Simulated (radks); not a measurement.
Question: Dipole-allowed excitations along the series with 3 electrons in [He] 2s1. Calculated with a radial shooting solver on a logarithmic mesh with Libxc functionals: non-relativistic Kohn-Sham, LB94 model potential, spin-polarised, spherical densities, point nucleus; open shells are filled with parallel spins first. Time-dependent linear response with the Hartree and adiabatic LDA kernel, continuum included through the Sternheimer equations. Lines are the poles of the dipole polarisability below minus the highest occupied eigenvalue, found on a grid refined at the orbital gaps; the lowest seven at most are given, and weak or close lines can be missed. The first line takes the name of the lowest orbital gap if no other gap lies below it; otherwise a line is named after a gap within 0.6 % of it, if that gap stands alone.

species  -e(HOMO) (eV)  lowest orbital gap (eV)  first line (eV)      f  strongest line (eV)  its f  static alpha (bohr^3)
Li               5.263              2s-2p 1.721    1.866 (2s-2p)  0.686            the first  0.686                  150.0
Be+             17.936              2s-2p 3.554    3.886 (2s-2p)  0.429            the first  0.429                  22.44
B2+             37.492              2s-2p 5.327    5.814 (2s-2p)  0.309            the first  0.309                  7.245
N4+             97.053              2s-2p 8.813    9.586 (2s-2p)  0.199  57.454 (unassigned)  0.286                  1.699
O5+             137.04             2s-2p 10.543   11.456 (2s-2p)  0.169  80.377 (unassigned)  0.307                  1.005

Estimate the first line of C3+, its oscillator strength and the static polarisability.

Answer: 7.708 eV (2s-2p), f = 0.242, alpha = 3.213 bohr^3.
